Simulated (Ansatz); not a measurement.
`[F][Hf]([I])([I])[I]`. The species carries charge 0 and has multiplicity 1. Hf, I takes the def2 core potential.

Cartesian coordinates in Å:
```
F -1.743 0.573 0.838
Hf -0.123 0.040 0.059
I 1.247 -1.433 1.840
I -0.659 -1.416 -2.134
I 1.278 2.235 -0.604
```

Question: What are the harmonic wavenumbers in cm⁻¹ at PBE0-D4/def2-TZVP (Ansatz, finite differences of forces, unscaled)? (An estimate is asked.)

Answer: Ansatz gave: 47, 47, 56, 124, 124, 180, 223, 223, 668.

Question: Is this a minimum?

Answer: Yes, all 9 modes are real.

Question: Give the ideal-gas thermochemistry at 298.15 K and 1 bar (rigid rotor, harmonic oscillator; point group C3v, symmetry number 3).

Answer: Zero-point energy 10.1 kJ/mol; H(298) − E = 34.9 kJ/mol; entropy 433.9 J/(mol·K), of which translation 188.2, rotation 132.3, vibration 113.5; G(298) − E = -94.5 kJ/mol. Modes under 100 cm⁻¹ are hindered rotations or soft bends, so the harmonic entropy is rough.

Question: And at 400, 500, 600, 800 and 1000 K?

Answer: 
```json
{"T (K)": "400", "H − E (kJ/mol)": "45.3", "S (J/mol/K)": "464.0", "G − E (kJ/mol)": "-140.3"}
{"T (K)": "500", "H − E (kJ/mol)": "55.7", "S (J/mol/K)": "487.3", "G − E (kJ/mol)": "-187.9"}
{"T (K)": "600", "H − E (kJ/mol)": "66.3", "S (J/mol/K)": "506.5", "G − E (kJ/mol)": "-237.6"}
{"T (K)": "800", "H − E (kJ/mol)": "87.6", "S (J/mol/K)": "537.1", "G − E (kJ/mol)": "-342.1"}
{"T (K)": "1000", "H − E (kJ/mol)": "109.0", "S (J/mol/K)": "561.0", "G − E (kJ/mol)": "-452.0"}
```

Question: Rotational constants (cm⁻¹)?

Answer: 0.01175, 0.01175, 0.006838.
